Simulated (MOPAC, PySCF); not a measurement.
C2H6BN, SMILES `B/C=N\C`, neutral singlet in the gas phase. 

Cartesian coordinates (Å):
```xyz
10

B      1.4979    -0.6465     0.0861
C      0.8237     0.7439    -0.1227
N     -0.4171     1.0536    -0.1761
C     -1.4327     0.0290    -0.0879
H      1.0064    -1.5059     0.7456
H      2.5696    -0.8380    -0.3976
H      1.4962     1.6001    -0.2506
H     -2.1860     0.3546     0.6325
H     -1.0674    -0.9679     0.1793
H     -1.9379    -0.0337    -1.0556
```
Charge 0, multiplicity 1.

All levels are single points at this geometry (B3LYP-D3(BJ)/def2-TZVP); Pople sets use spherical d functions. Orbital energies aren't observables, and empty levels follow the basis.

AM1 in MOPAC gives HOMO (eV) = -10.04.

Problem. Estimate the HOMO (eV) from each of these levels: B3LYP-D3(BJ)/def2-TZVP in PySCF; PBE-D3(BJ)/def2-TZVP in PySCF; B3LYP/6-31G* in PySCF; M06-2X/6-31G* in PySCF; PBE/6-31G* in PySCF; SVWN5/6-31G* in PySCF; HF/3-21G in PySCF; HF/6-31G* in PySCF; HF/STO-3G in PySCF; PM3 in MOPAC; PM6 in MOPAC; PM7 in MOPAC.

Solution. 
```csv
level,HOMO (eV)
B3LYP-D3(BJ)/def2-TZVP in PySCF,-6.84
PBE-D3(BJ)/def2-TZVP in PySCF,-5.60
B3LYP/6-31G* in PySCF,-6.54
M06-2X/6-31G* in PySCF,-8.21
PBE/6-31G* in PySCF,-5.27
SVWN5/6-31G* in PySCF,-5.33
HF/3-21G in PySCF,-10.39
HF/6-31G* in PySCF,-10.59
HF/STO-3G in PySCF,-8.68
PM3 in MOPAC,-10.06
PM6 in MOPAC,-9.49
PM7 in MOPAC,-9.70
```
